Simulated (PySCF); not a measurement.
# Si⁺ (silicon, charge +1) across methods

[Ne] 3s2 3p1, 2P determinant. Calculation: PySCF 2.14, in aug-cc-pCVTZ-DK; the spin-free X2C one-electron Hamiltonian (Gaussian nucleus).

```csv
method,E (hartree),mean ε 3s α (eV),mean ε 3s β (eV),mean ε 3p α (eV),Σ⟨r²⟩ (bohr²),⟨S²⟩
PBE,-289.5403,-19.320,-18.434,-12.185,19.77,0.754
M06,-289.6763,-20.639,-19.486,-12.881,19.48,0.752
PBE0,-289.5629,-20.717,-19.531,-13.324,19.77,0.756
r2SCAN,-289.6504,-19.569,-18.561,-12.546,19.80,0.760
wB97X-V,-289.6388,-23.244,-21.979,-15.507,19.84,0.754
UHF,-289.17898,-24.136,-21.732,-16.192,20.10,0.766
LDA,-288.5165,-19.417,-18.573,-12.060,19.79,0.752
CAM-B3LYP,-289.6972,-22.200,-21.001,-14.537,19.80,0.755
B97-3,-289.6552,-20.728,-19.565,-13.201,19.68,0.754
```
